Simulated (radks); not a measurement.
Question: The table gives one normalised radial function P(r) = r R(r) of Ge in [Ar] 3d10 4s2 4p2 (r in bohr). Method: scalar-relativistic Kohn-Sham, PBEsol, spin-polarised, spherical densities, finite nucleus; open shells are filled with parallel spins first; Fermi nuclear charge, rms radius 4.0742 fm; computed with a radial shooting solver on a logarithmic mesh with Libxc functionals.

r	P
0.001567	0.0002
0.002073	0.0004
0.002743	0.0007
0.003629	0.0011
0.004802	0.0019
0.006303	0.0031
0.00834	0.0051
0.01104	0.0085
0.0146	0.0139
0.01932	0.0222
0.02556	0.0349
0.03382	0.0530
0.04475	0.0771
0.05921	0.1058
0.07772	0.1329
0.1028	0.1492
0.1361	0.1370
0.18	0.0801
0.2382	-0.0247
0.3152	-0.1506
0.417	-0.2395
0.5517	-0.2275
0.73	-0.0898
0.9582	0.1313
1.268	0.3760
1.678	0.5609
2.22	0.6293
2.937	0.5641
3.886	0.4029
5.141	0.2245
6.803	0.0959
9.001	0.0291

Which n and l does it have? It may be an empty orbital.

Answer: n = 4, l = 1: the number of nodes gives n - l - 1 = 2, the rise at small r (about r^(l+1)) gives l, and the extent must fit the shell. The curve is that of 4p up; the table hardly tells the two spins apart. 4p up: eigenvalue -4.413 eV, 2 radial nodes at r = 0.225, 0.822 bohr, <r> = 2.84 bohr, 90 % of the charge inside 4.44 bohr.
